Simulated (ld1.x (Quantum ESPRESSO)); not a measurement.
# What one change does to a pseudopotential (He (Z = 2), PAW)

helium, PAW, made with ld1.x (Quantum ESPRESSO) 7.5 (PW91, scalar-relativistic). Core none, reference 1s0.5 (charge +1.5). Waves: 1s (bound): rcut 0.30, rcutus 0.35 bohr; 1s channel at -0.6 Ry: rcut 0.30, rcutus 0.35 bohr. Local part: all-electron potential smoothed inside 0.25 bohr (lloc = -1). Core correction: none. Augmentation charge: BESSEL, radius 0.25 bohr.

Change: waves 1s (bound): rcut 0.30, rcutus 0.48 bohr; 1s channel at -0.6 Ry: rcut 0.30, rcutus 0.48 bohr.

Cutoffs: the cutoffs (Ry, on a coarse ladder) from which the occupation-weighted sum of valence levels, in a spherical-Bessel basis at the reference potential, stays within 10 and 1 mRy of its value at 400 Ry; they do not see the model core or the augmentation charge, which bear on the density cutoff. Errors are all-electron minus pseudo energies relative to the spin-unpolarised reference configuration.

Task: Predict the effect on cutoff, ghosts and configuration errors.

Result: The potential gets softer (160 Ry and 300 Ry → 110 Ry and 180 Ry); the errors of the 3 common tests hardly move; neither file shows a bound ghost. A larger radius leaves more room for a smooth pseudo-wave, so fewer plane waves are needed.

```
                            quantity    base  changed
                       cutoff, loose  160 Ry   110 Ry
                       cutoff, tight  300 Ry   180 Ry
                        bound ghosts    none     none
   error for 1s2, meV [ΔE -49.98 eV]    +6.4     +5.8
   error for 1s1, meV [ΔE -22.90 eV]    +3.8     +3.5
 error for 1s1.5, meV [ΔE -39.37 eV]    +5.4     +5.0
lowest overlap eigenvalue by channel  s 0.99   s 0.99
```
